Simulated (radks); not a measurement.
These are the eigenvalues of the occupied orbitals of an atom or ion with whole-number occupations (eV). Calculated with a radial shooting solver on a logarithmic mesh with Libxc functionals: scalar-relativistic Kohn-Sham, PBE, spin-polarised, spherical densities, finite nucleus; Fermi nuclear charge, rms radius of each element as measured or else 0.836 A^(1/3) + 0.57 fm.

| orbital | eigenvalue |
|---|---|
| 1s up | -19790.12 |

Which element is it, and in what charge state? The configuration may be excited. Open shells, if any, are filled with parallel spins first.

Answer. Z = 38, strontium, charge +37: Sr37+ in 1s1. The 1s level, -727.27 hartree, gives Z - s = 38.1 by -(Z - s)^2/2, which with screening and relativity narrows Z to a few neighbours, and with so few levels the electron count can be read from the list.
